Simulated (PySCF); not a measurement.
CHCl, SMILES [CH]Cl (connectivity only; charge and spin as stated), neutral, multiplicity 1.

Coordinates come from a ωB97X-D3(BJ)/def2-TZVPD optimisation. The isomer is the one that the SMILES or the coordinates give; other isomers of the formula were not compared.

Two levels are set side by side: PBE/def2-TZVPD (PySCF) and r2SCAN/def2-TZVPD (PySCF). Same geometry, gas phase. Differences are taken from unrounded values.

```tsv
quantity	r2SCAN	PBE	PBE minus r2SCAN
orbital gap (eV)	1.70	1.17	-0.53
highest occupied level (eV)	-5.92	-5.64	0.28
lowest empty level (eV)	-4.22	-4.48	-0.26
dipole moment (D)	1.58	1.59	0.01
mean polarisability (bohr³)	29.0	29.9	1.0
```

Rough cost on one machine, each run with all the roots and properties that it gave: r2SCAN against PBE about 4 times.
